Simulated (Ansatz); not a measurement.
SeF₂. Charge 0, multiplicity 3. Geometry r2SCAN-D4/def2-TZVP, that of the neutral singlet; atoms count from 1.

```xyz
3

Se    0.006   -0.075    0.768
F    -0.573   -1.125   -0.492
F     0.567    1.199   -0.275
```

At PBE0-D4/def2-TZVP a singlet of charge 0 lies 2.10 eV below the triplet at the same geometry.

(1) Estimate the Mulliken populations from the PBE0/def2-TZVP orbitals of Ansatz.

(2) Where does the spin sit?

(3) And the Mayer bond orders between heavy atoms (over 0.3)?

Results:

(1) 
| atom | charge (e) | spin (α − β) |
| --- | --- | --- |
| Se1 | 0.52 | 1.76 |
| F2 | -0.26 | 0.12 |
| F3 | -0.26 | 0.12 |
Mulliken values depend strongly on the basis.

(2) Summed by element: Se 1.76, F 0.24, of 2 unpaired in all. Largest on single atoms: Se1 1.76, F3 0.12, F2 0.12.

(3) Se1–F2 0.93 (1.74 Å); Se1–F3 0.93 (1.74 Å).
